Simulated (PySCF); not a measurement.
Energy landscape of F₃Si, doublet: umbrella (inversion) coordinate, bond length relaxed. Scanned: angle between the Si-F bonds and the threefold axis (90 = planar). Other coordinates (Si-F bond length) were minimised at B3LYP/def2-TZVP.

Method: PySCF with CCSD(T) on UHF/cc-pVDZ, 8 core orbitals frozen.

Scanned values (°): 90, 93, 96, 99, 102, 105, 108, 111, 114, 117, 120, 123, 126, 129, 132.

**Question.** Describe the profile: where are the wells and the tops?

**Answer.** Lower than their neighbours: 111° (0.0 kcal/mol). Higher than their neighbours: 90° (38.6 kcal/mol, end of the scan), 132° (67.8 kcal/mol, end of the scan). The whole profile spans 67.8 kcal/mol.
